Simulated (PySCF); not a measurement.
A geometry optimisation, step by step.

Compound: BF₃.
Bonds: F1–B2, B2–F3, B2–F4.

Method: PySCF 2.14.0, PBE0-D3(BJ)/def2-SVP geometry optimisation, gas phase; density fitting, grid level 1; the optimiser is geomeTRIC in internal coordinates, started from a GFN2-xTB structure with every atom displaced at random (about 0.01 Å). The frame can shift and turn from step to step; on so coarse a grid that alone can change the energy by a few meV, and forces under 0.02 eV/Å are noise.

Step 0: E = -8816.2951 eV, largest atomic force 1.609 eV/Å
```
atom  x, y, z in Å  |  force x, y, z in eV/Å
F1     -1.085   -0.586    0.704   -1.190  -0.261   0.162
B2     -0.003   -0.003    0.315    0.112   0.513  -0.444
F3      1.125   -0.476    0.708    1.440  -0.531   0.485
F4      0.001    1.041   -0.471   -0.361   0.279  -0.203
```

Step 1: E = -8816.3394 eV, largest atomic force 0.264 eV/Å
```
atom  x, y, z in Å  |  force x, y, z in eV/Å
F1     -1.067   -0.666    0.680    0.231  -0.022   0.007
B2      0.045   -0.074    0.300   -0.132  -0.148   0.116
F3      1.212   -0.532    0.694   -0.221   0.113  -0.092
F4     -0.031    0.977   -0.476    0.122   0.058  -0.031
```

Step 2: E = -8816.3412 eV, largest atomic force 0.189 eV/Å
```
atom  x, y, z in Å  |  force x, y, z in eV/Å
F1     -1.051   -0.686    0.688    0.007   0.071  -0.045
B2      0.040   -0.069    0.299   -0.061  -0.169   0.059
F3      1.206   -0.523    0.689    0.045   0.104  -0.046
F4     -0.037    0.983   -0.478    0.008  -0.005   0.032
```

Step 3: E = -8816.3421 eV, largest atomic force 0.151 eV/Å
```
atom  x, y, z in Å  |  force x, y, z in eV/Å
F1     -1.045   -0.699    0.693   -0.002  -0.033  -0.049
B2      0.038   -0.079    0.294   -0.006   0.117   0.096
F3      1.215   -0.499    0.680    0.076  -0.074   0.001
F4     -0.049    0.982   -0.469   -0.069  -0.010  -0.048
```

Step 4: E = -8816.3403 eV, largest atomic force 0.297 eV/Å
```
atom  x, y, z in Å  |  force x, y, z in eV/Å
F1     -1.038   -0.718    0.691    0.019  -0.035   0.094
B2      0.037   -0.073    0.311    0.049   0.035  -0.290
F3      1.228   -0.481    0.664    0.019  -0.091   0.171
F4     -0.068    0.976   -0.467   -0.087   0.092   0.026
```

Step 5: E = -8816.3433 eV, largest atomic force 0.136 eV/Å
```
atom  x, y, z in Å  |  force x, y, z in eV/Å
F1     -1.033   -0.718    0.693   -0.009  -0.012   0.032
B2      0.038   -0.073    0.304    0.044   0.005  -0.128
F3      1.226   -0.485    0.670    0.004  -0.009   0.058
F4     -0.072    0.981   -0.468   -0.039   0.016   0.038
```

Step 6: E = -8816.3444 eV, largest atomic force 0.053 eV/Å
```
atom  x, y, z in Å  |  force x, y, z in eV/Å
F1     -1.023   -0.732    0.695   -0.025  -0.020  -0.012
B2      0.039   -0.075    0.298    0.033   0.042   0.003
F3      1.231   -0.473    0.668    0.008  -0.001  -0.009
F4     -0.088    0.985   -0.463   -0.015  -0.021   0.018
```

Step 7: E = -8816.3448 eV, largest atomic force 0.037 eV/Å
```
atom  x, y, z in Å  |  force x, y, z in eV/Å
F1     -1.014   -0.745    0.693   -0.020  -0.016  -0.016
B2      0.040   -0.075    0.298    0.019   0.025   0.020
F3      1.236   -0.463    0.663   -0.002   0.008  -0.021
F4     -0.102    0.988   -0.456    0.003  -0.018   0.017
```

Step 8: E = -8816.3457 eV, largest atomic force 0.031 eV/Å
```
atom  x, y, z in Å  |  force x, y, z in eV/Å
F1     -0.996   -0.779    0.682    0.001  -0.004  -0.018
B2      0.040   -0.074    0.298   -0.017  -0.008   0.024
F3      1.247   -0.440    0.652   -0.005   0.005  -0.014
F4     -0.132    0.998   -0.434    0.021   0.007   0.008
```

Step 9: E = -8816.3461 eV, largest atomic force 0.042 eV/Å
```
atom  x, y, z in Å  |  force x, y, z in eV/Å
F1     -0.992   -0.792    0.669    0.016   0.006  -0.015
B2      0.040   -0.074    0.299   -0.029  -0.028   0.013
F3      1.250   -0.435    0.649   -0.007   0.002  -0.001
F4     -0.140    1.006   -0.419    0.019   0.020   0.004
```

Step 10: E = -8816.3467 eV, largest atomic force 0.063 eV/Å
```
atom  x, y, z in Å  |  force x, y, z in eV/Å
F1     -0.988   -0.818    0.629    0.038   0.023  -0.002
B2      0.040   -0.073    0.301   -0.032  -0.052  -0.015
F3      1.250   -0.432    0.648   -0.008  -0.010   0.032
F4     -0.144    1.029   -0.380    0.002   0.039  -0.015
```

Step 11: E = -8816.3469 eV, largest atomic force 0.046 eV/Å
```
atom  x, y, z in Å  |  force x, y, z in eV/Å
F1     -0.998   -0.806    0.625    0.028   0.020  -0.003
B2      0.040   -0.073    0.301   -0.013  -0.037  -0.023
F3      1.244   -0.444    0.657   -0.009  -0.006   0.029
F4     -0.127    1.029   -0.384   -0.006   0.024  -0.004
```

Step 12: E = -8816.3471 eV, largest atomic force under 0.02 eV/Å
```
atom  x, y, z in Å  |  force x, y, z in eV/Å
F1     -1.014   -0.794    0.597    0.004  -0.001  -0.001
B2      0.040   -0.074    0.301    0.010  -0.003  -0.013
F3      1.231   -0.465    0.678   -0.002  -0.001   0.016
F4     -0.098    1.038   -0.377   -0.011   0.005  -0.003
```

Question: Summarise the path.

Answer: The energy falls by 1.20 kcal/mol from step 0 to step 12; nine tenths of that is first reached at step 3. It rises by more than 0.2 meV at step 4. The largest force goes from 1.609 to under 0.02 eV/Å. Among the bonds B2–F3 changes most, from 1.285 to 1.309 Å; the atoms move by 0.027 Å rms after alignment.

Question: Follow the three bonds and two angles with the largest change from start to end.

Answer: 
```tsv
step	E above end (kcal/mol)	largest force (eV/Å)	B2–F3 (Å)	F1–B2 (Å)	B2–F4 (Å)	F1–B2–F4 (°)	F1–B2–F3 (°)
0	1.20	1.609	1.285	1.290	1.306	123.1	118.5
1	0.18	0.264	1.314	1.315	1.309	118.9	120.5
2	0.14	0.189	1.310	1.313	1.310	120.3	119.2
3	0.12	0.151	1.308	1.310	1.310	120.4	120.1
4	0.16	0.297	1.308	1.309	1.310	120.0	121.0
5	0.09	0.136	1.309	1.310	1.311	120.2	120.3
6	0.06	0.053	1.310	1.310	1.311	120.2	120.0
7	0.05	0.037	1.310	1.310	1.310	120.1	119.9
8	0.03	0.031	1.310	1.311	1.310	120.0	120.0
9	0.02	0.042	1.310	1.311	1.309	119.9	120.0
10	0.01	0.063	1.309	1.311	1.309	119.9	120.2
11	0.01	0.046	1.309	1.311	1.309	119.9	120.2
12	0.00	under 0.02	1.309	1.310	1.309	119.9	120.2
```

What follows is the cost of the whole optimisation. On one thread, Arm Neoverse V2 (aarch64), shared host with 96 logical CPUs at a one-minute load of 33, this took 7.0 s wall and 0.28 GiB of memory at its peak.
